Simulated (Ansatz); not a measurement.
Coupled-cluster diagnostics for the cluster Al₃Sb₃, Ansatz.

Geometry of the singlet (PBE0-D4/def2-SVP):

```xyz
6

Al   -1.7500   -1.0235   -0.3368
Al    2.5862    1.0273   -0.5858
Al   -1.8221    0.0384    2.1143
Sb    0.8938   -0.8628    0.8943
Sb   -0.2822    1.4957   -0.1619
Sb    0.3742   -0.6750   -1.9240
```

In the def2 sets Sb takes a core potential; there is no spin–orbit coupling. Correlated methods freeze 27 core orbitals; core or outer-core shells of Sb are correlated, in sets that lack core-valence functions. Another isomer (singlet) lies 0.02 eV lower at PBE0-D4/def2-TZVP; other spin states weren't run for this one.

Estimate the CCSD(T) correlation energy, the shares of MP2 and (T), T1 and the reference's ⟨S²⟩ for: charge 0, singlet, own geometry in def2-SVP; and the rough time on 4 threads of Arm Neoverse V1 on a shared host.


```tsv
state	basis	correlation (eV)	MP2 share (%)	(T) share (%)	T1	⟨S²⟩ (pure)	wall time	remarks
charge 0, singlet, own geometry	def2-SVP	-15.991	91.1	6.6	0.016	0.00 (0.00)	27 s	restricted SCF unstable
```
Customary marks for T1 are 0.02 (closed shells), 0.045 (open shells) and about 0.05 (3d metals). T1 stays under 0.02 throughout.
